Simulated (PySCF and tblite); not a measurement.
Results of a calculation; reference values are marked as such.
System: C7H7NO, numbered as in [H]/[N:1]=[CH:2]\[c:3]1[cH:4][cH:5][cH:6][cH:7][c:8]1[OH:9].

The path came from a restrained scan, a climbing-image band and a saddle search at GFN2-xTB; energies are CAM-B3LYP/pcSseg-1 + D3(BJ)//GFN2-xTB, thermal terms GFN2-xTB. Rates follow Eyring's equation with the number of equivalent paths and no tunnelling. (PySCF 2.14 with density fitting, tblite 0.8.)

(1) Estimate the barrier and the room-temperature rate of the rotation about the C3–C2 bond (torsion C4–C3–C2–N1 from -180° to 0°, rising).

Results:

(1) The electronic barrier is 5.6 kcal/mol and ΔG‡(298 K) 5.3 kcal/mol, over a C1 saddle with an imaginary mode of 111i cm⁻¹ (GFN2-xTB). With 2 equivalent paths, k is 1.6×10⁹ s⁻¹, a mean lifetime of the start of 620 ps against this motion. The end lies 0.7 kcal/mol above the start in free energy.
